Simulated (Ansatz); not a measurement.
`[OH][GeH2][O][SiH3]` + acetylene → `C#[C][GeH2][OH]` + silanol  (formal exchange of groups at a Ge–O bond)

Calculated with Ansatz (gas phase, PBE0-D4/def2-TZVP geometries, no zero-point term in ΔE). CBS: MP2 limit from def2 TZ/QZ plus the TZ coupled-cluster correction, frozen cores. This one scheme is used for every species. DFT in def2-TZVPP. For Ge outer-core shells are correlated without core-valence functions, which leaves a few kJ/mol of doubt a bond. Scalar relativity is left out up to krypton. Each species was taken in one conformer, which may not be the lowest.

| level | ΔE (eV) |
| --- | --- |
| PBE-D4 | 0.37 |
| PBE0-D4 | 0.38 |

(1) What does CCSD(T)/CBS give? (An estimate is asked.)

Largest T1 diagnostic among the species: 0.013.

## Answers

(1) Ansatz gave: +0.43 eV. The listed levels differ from it by -0.06, -0.05 eV.

The D4 term adds +0.04 eV with B3LYP and +0.02 eV with PBE0; it sums over pairs of atoms, weighted by their polarisabilities, and B3LYP, whose exchange is more repulsive, gets the larger term. In def2-TZVPP, CCSD(T) changes the Hartree–Fock value by −0.10 eV (the triples alone add −0.01 eV) and MP2 by −0.12 eV.

B3LYP here is the variant with VWN-RPA as its local correlation; programs differ in this.
